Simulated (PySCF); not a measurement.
Stepwise substitution at one centre (Sn OH-C2H5). Gas-phase values, no solvent. One relaxed conformer stands for each flexible species; it need not be the lowest. Strings in code marks are SMILES.

The four lowest singlet excitations (Tamm–Dancoff). Calculation: PBE-D3(BJ)/def2-TZVP // B3LYP-D3(BJ)/def2-SVP in PySCF 2.14.0. Excitations are Tamm–Dancoff values on a coarser integration grid. The basis has no diffuse functions, so Rydberg states are missing or too high.

```json
[
 {"state": "S1", "energy (eV)": "4.62", "wavelength (nm)": "268", "oscillator strength": "0.012"},
 {"state": "S2", "energy (eV)": "4.62", "wavelength (nm)": "268", "oscillator strength": "0.012"},
 {"state": "S3", "energy (eV)": "4.74", "wavelength (nm)": "262", "oscillator strength": "0.000"},
 {"state": "S4", "energy (eV)": "5.01", "wavelength (nm)": "248", "oscillator strength": "0.085"}
]
```

Problem. Say which member gives these states.
(A) `C[CH2][Sn]([OH])([OH])[CH2]C`
(B) `C[CH2][Sn]([CH2]C)([CH2]C)[CH2]C`
(C) `C[CH2][Sn]([OH])([OH])[OH]`
(D) `[OH][Sn]([OH])([OH])[OH]`

Solution. D, `[OH][Sn]([OH])([OH])[OH]`
